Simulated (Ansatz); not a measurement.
One change: `[SiH3]OC[SiH2]Cl` becomes `Cl[SiH2][CH2][GaH2]`.

Ansatz, PBE0-D4/def2-TZVP geometries, multiplicity 1. Each molecule was computed in one conformer, which needn't be the lowest. `Cl[SiH2][CH2][GaH2]` holds a close contact that its SMILES doesn't draw: Ga···Cl 2.78 Å.

Scalar relativity is left out up to krypton.

```
                                          property  `[SiH3]OC[SiH2]Cl`
               LUMO energy (B3LYP/def2-TZVPP) / eV               -0.51
           HOMO–LUMO gap (ωB97M-V/def2-TZVPP) / eV               12.12
size of the dipole moment (ωB97M-V/def2-TZVPP) / D                1.20
               HOMO energy (B3LYP/def2-TZVPP) / eV               -8.21
                 LUMO energy (PBE/def2-TZVPP) / eV               -1.21
                 HOMO energy (PBE/def2-TZVPP) / eV               -7.02
```

Question: What does the change do to each property? (An estimate is asked.)

Answer: The calculation gave: 
```
                                          property  `Cl[SiH2][CH2][GaH2]`  shift
               LUMO energy (B3LYP/def2-TZVPP) / eV                  -1.10  -0.59
           HOMO–LUMO gap (ωB97M-V/def2-TZVPP) / eV                  10.89  -1.23
size of the dipole moment (ωB97M-V/def2-TZVPP) / D                   1.98   0.78
               HOMO energy (B3LYP/def2-TZVPP) / eV                  -7.70   0.51
                 LUMO energy (PBE/def2-TZVPP) / eV                  -1.68  -0.47
                 HOMO energy (PBE/def2-TZVPP) / eV                  -6.75   0.27
```

With PBE0 the HOMO rises by 0.50 eV and the LUMO falls by 0.56 eV, so the gap narrows by about 1.06 eV. PBE moves the HOMO by 0.27 eV and ωB97M-V by 0.61 eV. Dipoles are sizes alone; their direction can turn.

B3LYP here is the variant with VWN-RPA as its local correlation; programs differ in this.
